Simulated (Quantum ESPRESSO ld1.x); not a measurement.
Task: These are the eigenvalues of the occupied orbitals of an atom or ion with whole-number occupations (eV). Method: scalar-relativistic Kohn-Sham, LDA (Slater exchange, VWN5 correlation), spin-polarised, spherical densities, point nucleus; computed with ld1.x of Quantum ESPRESSO 7.5.

| orbital | eigenvalue |
|---|---|
| 1s up | -40236.9 |
| 1s down | -40236.9 |
| 2s up | -6449.49 |
| 2s down | -6449.45 |
| 2p up | -5779.75 |
| 2p down | -5779.72 |
| 3s up | -1393.95 |
| 3s down | -1393.67 |
| 3p up | -1180.94 |
| 3p down | -1180.65 |
| 3d up | -877.529 |
| 3d down | -877.289 |
| 4s up | -287.608 |
| 4s down | -286.827 |
| 4p up | -218.014 |
| 4p down | -217.228 |
| 4d up | -117.827 |
| 4d down | -117.031 |
| 5s up | -48.0857 |
| 5s down | -47.2708 |
| 5p up | -30.6081 |
| 5p down | -29.7835 |
| 4f up | -12.9797 |
| 5d up | -9.9331 |
| 6p up | -6.4553 |

Which element is it, and in what charge state? The configuration may be excited. Open shells, if any, are filled with parallel spins first.

Result: Z = 58, cerium, charge +1: Ce+ in [Xe] 4f1 5d1 6p1. The list shows which subshells hold electrons but not how many an open one holds; the 1s level, -1478.7 hartree, gives Z - s = 54.4 by -(Z - s)^2/2, which with screening and relativity narrows Z to a few neighbours, and the depths of the outer levels then fix element, charge and occupations together.
